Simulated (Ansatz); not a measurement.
`O[SiH]([SiH3])[GaH2]`. Total charge 0; spin multiplicity 1. The geometry is a stationary point of PBE0-D4/def2-TZVP. It is one conformer, not always the lowest.

```xyz
11

O     1.302    1.390   -0.890
Si   -0.091    0.638   -0.378
Si    0.173    0.217    1.909
Ga   -0.619   -1.393   -1.575
H     1.458    1.426   -1.835
H    -1.270    1.554   -0.518
H     0.526    1.449    2.665
H     1.232   -0.802    2.140
H    -1.114   -0.319    2.433
H     0.196   -1.831   -2.853
H    -1.791   -2.328   -1.097
```

Task: What is the dipole moment at ωB97M-V/def2-TZVPP? (An estimate is asked.)

Result: Ansatz gave: 1.30 D, with components (-0.11, 0.02, -1.29) D in this frame, pointing from negative to positive charge.

Task: And with PBE, r2SCAN, B3LYP? (Best estimate.)

Result: Computed: PBE 1.20 D, r2SCAN 1.22 D, B3LYP 1.24 D.

Task: Give the Mulliken charges with ωB97M-V, PBE, B3LYP in def2-TZVPP. (Estimate.)

Result: Ansatz gave: 
| atom | ωB97M-V | PBE | B3LYP |
| --- | --- | --- | --- |
| O1 | -0.37 | -0.35 | -0.39 |
| Si2 | 0.25 | 0.28 | 0.35 |
| Si3 | 0.04 | 0.09 | 0.14 |
| Ga4 | 0.08 | 0.08 | 0.11 |
| H5 | 0.18 | 0.19 | 0.18 |
| H6 | -0.05 | -0.09 | -0.10 |
| H7 | -0.02 | -0.04 | -0.05 |
| H8 | -0.02 | -0.04 | -0.06 |
| H9 | -0.02 | -0.04 | -0.06 |
| H10 | -0.03 | -0.04 | -0.06 |
| H11 | -0.03 | -0.04 | -0.05 |

B3LYP here is the variant with VWN-RPA as its local correlation; programs differ in this.
